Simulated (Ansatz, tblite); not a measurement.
Forces on `CCC(Cl)CC(Cl)CC(Cl)CC(Cl)CC(C)Cl` at its r2SCAN-D4/def2-SVP geometry. The state is a singlet with charge 0.

The xTB rows come from tblite. HSE06 is defined as in plane-wave codes, on full-range PBE exchange. Single mean-field runs in def2-TZVP are fitted with def2-universal-jkfit.

GFN2-xTB (tblite), largest force 0.69 eV/Å:

```xyz
38
positions Å, forces eV/Å
C     0.494   -1.456   -4.627   -0.252    0.116   -0.327
C     1.051   -2.040   -3.336    0.591    0.014    0.288
C     0.056   -2.866   -2.535   -0.510   -0.014   -0.179
Cl   -0.573   -4.253   -3.543    0.225    0.335    0.234
C     0.621   -3.470   -1.248    0.022   -0.356    0.042
C     1.233   -2.444   -0.300    0.458    0.089    0.156
Cl    1.908   -3.335    1.140   -0.228    0.188   -0.324
C     0.261   -1.380    0.186   -0.680   -0.037   -0.096
C     0.897   -0.269    1.006    0.662    0.068    0.087
Cl    2.089    0.632   -0.048   -0.396   -0.232    0.261
C    -0.128    0.707    1.558   -0.644   -0.094   -0.123
C     0.434    1.830    2.415    0.480    0.050   -0.014
Cl    1.372    1.132    3.813   -0.280    0.142   -0.341
C    -0.622    2.765    2.994   -0.099    0.027    0.549
C    -1.564    3.404    1.982    0.031   -0.120   -0.504
C    -2.489    4.425    2.613   -0.167    0.277    0.245
Cl   -0.600    4.210    0.655   -0.203   -0.156    0.367
H     1.244   -0.825   -5.125   -0.241   -0.282    0.231
H     0.195   -2.252   -5.324    0.126    0.263    0.271
H    -0.392   -0.831   -4.430    0.349   -0.261   -0.013
H     1.388   -1.215   -2.681   -0.171   -0.220   -0.285
H     1.941   -2.661   -3.540   -0.335    0.195   -0.074
H    -0.845   -2.267   -2.324    0.215   -0.168   -0.058
H     1.395   -4.207   -1.516   -0.172    0.225    0.067
H    -0.177   -4.023   -0.725    0.188    0.209   -0.148
H     2.111   -1.963   -0.756   -0.177   -0.134    0.091
H    -0.241   -0.926   -0.687    0.225   -0.162    0.264
H    -0.521   -1.865    0.797    0.269    0.157   -0.153
H     1.503   -0.692    1.821   -0.107    0.092   -0.170
H    -0.863    0.129    2.149    0.263    0.190   -0.169
H    -0.663    1.169    0.709    0.205   -0.147    0.269
H     1.169    2.403    1.832   -0.121   -0.105    0.126
H    -1.244    2.201    3.714    0.180    0.144   -0.252
H    -0.111    3.557    3.567   -0.117   -0.212   -0.218
H    -2.152    2.634    1.460    0.124    0.198    0.150
H    -1.911    5.234    3.086   -0.227   -0.301   -0.186
H    -3.105    3.939    3.388    0.251    0.191   -0.325
H    -3.158    4.868    1.862    0.262   -0.172    0.264
```

PBE0-D4/def2-TZVP (Ansatz), largest force 0.46 eV/Å:

```
C -0.063 0.019 -0.087
C 0.164 -0.031 0.095
C -0.202 -0.036 -0.089
Cl 0.154 0.337 0.267
C 0.003 -0.176 0.027
C 0.196 0.025 0.101
Cl -0.172 0.209 -0.372
C -0.160 0.005 -0.023
C 0.251 0.036 0.016
Cl -0.305 -0.217 0.273
C -0.142 -0.020 -0.039
C 0.207 -0.004 0.022
Cl -0.239 0.189 -0.345
C 0.005 0.010 0.178
C 0.066 -0.055 -0.246
C -0.033 0.093 0.039
Cl -0.252 -0.177 0.325
H -0.187 -0.168 0.139
H 0.081 0.219 0.174
H 0.227 -0.157 -0.042
H -0.094 -0.223 -0.186
H -0.256 0.177 0.037
H 0.271 -0.208 -0.081
H -0.217 0.215 0.079
H 0.224 0.166 -0.153
H -0.267 -0.178 0.154
H 0.152 -0.138 0.238
H 0.214 0.145 -0.161
H -0.160 0.157 -0.276
H 0.209 0.151 -0.169
H 0.132 -0.137 0.249
H -0.206 -0.190 0.225
H 0.159 0.161 -0.209
H -0.150 -0.222 -0.175
H 0.203 0.257 0.138
H -0.162 -0.223 -0.128
H 0.164 0.116 -0.202
H 0.184 -0.126 0.207
```

HSE06-D4/def2-TZVP (Ansatz), largest force 0.44 eV/Å:

```
C -0.063 0.021 -0.089
C 0.163 -0.031 0.090
C -0.198 -0.029 -0.086
Cl 0.147 0.323 0.259
C 0.002 -0.181 0.028
C 0.192 0.028 0.095
Cl -0.165 0.200 -0.359
C -0.158 0.005 -0.022
C 0.243 0.032 0.021
Cl -0.292 -0.208 0.263
C -0.141 -0.021 -0.039
C 0.202 0.000 0.017
Cl -0.229 0.185 -0.330
C 0.007 0.011 0.180
C 0.059 -0.056 -0.238
C -0.033 0.096 0.039
Cl -0.246 -0.167 0.312
H -0.184 -0.165 0.137
H 0.080 0.217 0.171
H 0.224 -0.154 -0.042
H -0.092 -0.219 -0.185
H -0.252 0.175 0.036
H 0.266 -0.206 -0.081
H -0.214 0.211 0.078
H 0.220 0.163 -0.151
H -0.263 -0.177 0.154
H 0.149 -0.137 0.235
H 0.210 0.143 -0.158
H -0.156 0.156 -0.273
H 0.205 0.148 -0.167
H 0.129 -0.136 0.246
H -0.202 -0.188 0.224
H 0.155 0.158 -0.205
H -0.147 -0.219 -0.172
H 0.200 0.255 0.134
H -0.161 -0.219 -0.126
H 0.161 0.114 -0.198
H 0.181 -0.124 0.205
```
